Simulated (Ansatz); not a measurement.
C$_{5}$H$_{13}$In, SMILES `C[CH2][InH][CH](C)C`, one more setting.

```yaml
crystal:
  periodic: [false, false, false]
  atoms:
    - {symbol: C, position_ang: [1.044137, -1.626989, -1.899533]}
    - {symbol: C, position_ang: [1.839352, -1.527994, -0.604913]}
    - {symbol: In, position_ang: [1.202590, -0.025296, 0.830528]}
    - {symbol: C, position_ang: [-0.581563, 1.222865, 0.614261]}
    - {symbol: C, position_ang: [-1.535095, 0.753227, -0.475472]}
    - {symbol: C, position_ang: [-1.297661, 1.385996, 1.949406]}
    - {symbol: H, position_ang: [-0.007279, -1.861726, -1.716053]}
    - {symbol: H, position_ang: [1.437552, -2.407108, -2.560831]}
    - {symbol: H, position_ang: [1.064868, -0.690814, -2.463989]}
    - {symbol: H, position_ang: [2.896233, -1.327933, -0.810570]}
    - {symbol: H, position_ang: [1.827410, -2.483351, -0.068571]}
    - {symbol: H, position_ang: [2.171648, 0.208817, 2.262827]}
    - {symbol: H, position_ang: [-0.180664, 2.203014, 0.323803]}
    - {symbol: H, position_ang: [-1.055533, 0.699713, -1.455615]}
    - {symbol: H, position_ang: [-1.940802, -0.240379, -0.259214]}
    - {symbol: H, position_ang: [-2.394438, 1.431271, -0.566103]}
    - {symbol: H, position_ang: [-0.636551, 1.766714, 2.732231]}
    - {symbol: H, position_ang: [-1.712383, 0.437047, 2.305944]}
    - {symbol: H, position_ang: [-2.141829, 2.082908, 1.861866]}
basis:
  gaussian: {orbitals: def2-TZVPD, point_charges: [{charge: 1.00, position_ang: [7.798, -0.059, -0.801]}]}
hamiltonian: {xc: {name: B2PLYP}}
```

```sh
$ ansatz run in.yaml --threads 2 --pin off --events-out ev --progress --plain --max-ram 22528MiB --backend cuda --devices 0, --max-vram 18GiB
```

Output, abridged:

```
Functional definition: B2PLYP
2672 factors; integrals over basis functions are off by at most 7.7e-4 eV
mean field evaluation 1: about -10538.1874 eV, gradient 7.2e1 eV
mean field evaluation 2: about -10538.2060 eV, gradient 7.2e1 eV
mean field evaluation 4: about -10550.4965 eV, gradient 6.9e0 eV
mean field evaluation 8: about -10550.6028 eV, gradient 7.0e-1 eV
mean field evaluation 16: about -10550.6041 eV, gradient 4.0e-4 eV
mean field -10550.60406281 eV, -387.7275478520 hartree, gradient 4.1e-6 eV, S^2 0.000000; 0 other end points of the search recorded, 0 dependent functions left out
9 core orbitals not correlated: weight in the atoms' cores, before any rotation towards them, 1.000 or more for the frozen orbitals, at most 0.000 for the correlated occupied ones
reference -10550.60431196 eV, -387.7275570082 hartree; 23, 23 occupied and 326, 326 virtual orbitals, 2672 factors
second order -38.35077257 eV of doubles, -0.00000000 eV of singles
Total energy: -10560.95902056 eV, -388.1080855304 hartree
```

It took 3.8 s on 2 threads of an AMD EPYC 7R13 on a shared host and a share of an NVIDIA H100 80 GB, with 2 GiB of host memory at the peak.
